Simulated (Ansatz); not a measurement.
Input file for Ansatz (a first-principles code): R-CCSD(T)/cc-pVTZ on GeH4O2 (SMILES [OH][GeH2][OH]), a point of a bond scan (R = 1.534 Å). The run froze 16 orbitals, filled d shells among them.

Ansatz 0.2 input:
```yaml
crystal:
  periodic: [false, false, false]
  atoms:
    - {symbol: Ge, position_ang: [0.33883789, -0.06566271, 0.00759659]}
    - {symbol: O, position_ang: [-0.42944079, 1.43257692, 0.60497347]}
    - {symbol: O, position_ang: [-0.90669806, -1.17364928, -0.63492907]}
    - {symbol: H, position_ang: [1.02668165, -0.63793503, 1.25325895]}
    - {symbol: H, position_ang: [1.24372147, 0.19795820, -1.20235759]}
    - {symbol: H, position_ang: [-0.88342978, 1.92366099, -0.08771759]}
    - {symbol: H, position_ang: [-1.54067496, -1.45389864, 0.03337031]}
basis:
  gaussian:
    orbitals: cc-pVTZ
    pivot_positions_ang: [[0.33883789, -0.06566271, 0.00759659], [-0.42944079, 1.43257692, 0.60497347], [-0.90669806, -1.17364928, -0.63492907], [1.02668165, -0.63793503, 1.25325895], [1.24372147, 0.19795820, -1.20235759], [-0.88342978, 1.92366099, -0.08771759], [-1.54067496, -1.45389864, 0.03337031]]
magnetization: {spin_polarized: false}
correlation: {method: ccsd_t, electrons: outside_noble_gas}
scf: {lower_state_search: off}
output: {orbitals: {seedname: ./end}}
```

It printed:

```
WARN ansatz: RAYON_NUM_THREADS=1 ignored (pool sized by the plan → 1); use --threads N
Functional definition: HF
these checks for a lower state are left out or cut short: stability, starts, cluster_reference, orbital_swaps, neighbouring_geometries, increment
integrals: 0.42 GiB planned
1094 factors; integrals over basis functions are off by at most 2.7e-4 eV
mean field: 0.49 GiB planned
mean field evaluation 1: about -60611.0144 eV, gradient 4.9e1 eV
mean field evaluation 2: about -60611.1156 eV, gradient 4.9e1 eV
mean field evaluation 4: about -60615.2722 eV, gradient 2.5e0 eV
mean field evaluation 8: about -60615.3042 eV, gradient 1.5e-1 eV
mean field -60615.30428299 eV, -2227.5713458708 hartree, gradient 1.3e-6 eV, S^2 0.000000; 0 other end points of the search recorded, 0 dependent functions left out
16 core orbitals not correlated
reference -60615.30428299 eV, -2227.5713458708 hartree; 10, 10 occupied and 133, 133 virtual orbitals, 1094 factors
second order -16.73859586 eV of doubles, -0.00000000 eV of singles
coupled cluster: 0.77 GiB planned
cycle   1  -16.68401739 eV  change    5.5e-2 eV  update   8.9e-2
cycle   2  -17.08643779 eV  change   -4.0e-1 eV  update   2.6e-2
cycle   3  -17.18643964 eV  change   -1.0e-1 eV  update   1.3e-2
cycle   4  -17.17270984 eV  change    1.4e-2 eV  update   2.9e-3
cycle   5  -17.17272267 eV  change   -1.3e-5 eV  update   1.5e-3
cycle   6  -17.17346226 eV  change   -7.4e-4 eV  update   4.2e-4
cycle   7  -17.17320860 eV  change    2.5e-4 eV  update   1.7e-4
cycle   8  -17.17315169 eV  change    5.7e-5 eV  update   4.3e-5
cycle   9  -17.17316039 eV  change   -8.7e-6 eV  update   1.5e-5
perturbative correction -0.58982682 eV, -0.0216757360 hartree
Total energy: -60633.06727020 eV, -2228.2241236109 hartree
Checks for a lower state left out: stability, starts, cluster_reference, orbital_swaps, neighbouring_geometries, increment
```

The calculation finished and met its thresholds.

Cost: around 15 core-seconds (rough).
